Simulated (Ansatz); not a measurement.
The cluster ZnBr2, relaxed as a singlet with RKS PBE0-D4/def2-TZVP in Ansatz, starting from the GFN1-xTB geometry. Force threshold 0.02 eV/Å.

The restricted singlet is unstable towards broken spin symmetry in Hartree–Fock (as tested in another run); at PBE0-D4/def2-TZVP this wasn't settled. In the singlet, Br2 and Br3 lie 2.44 Å apart (atoms count from 1), so these atoms are partly bonded to each other. Another isomer (singlet) lies 3.23 eV lower at PBE0-D4/def2-TZVP; other spin states weren't run for this one.

Start:

Cartesian coordinates in Å:
```
Zn 0.6496 0.3041 -2.3161
Br -0.6445 -0.3021 2.2982
Br -0.0051 -0.0020 0.0179
```

Question: Estimate the energy that the relaxation releases and the steps that it takes.

Answer: 3.1 kJ/mol, in 4 steps; 7 s on 4 threads of Arm Neoverse V2 on a shared host. No frequencies were taken in this run, so the end may be a saddle point.

Question: Does the start keep its bonding and symmetry?

Answer: By distances, no bond broke or formed. The bond that changes most is Zn1–Br3, from 2.44 to 2.51 Å (atoms count from 1). Point group C∞v at the start, C∞v at the end, both within 0.05 Å.

Question: Predict the relaxed structure.

Answer: 
```csv
atom,x (Å),y (Å),z (Å)
Zn1,0.667,0.312,-2.377
Br2,-0.660,-0.309,2.355
Br3,-0.006,-0.003,0.022
```
Bond lengths: 1 × Br–Zn 2.51 Å; 1 × Br–Br 2.44 Å.
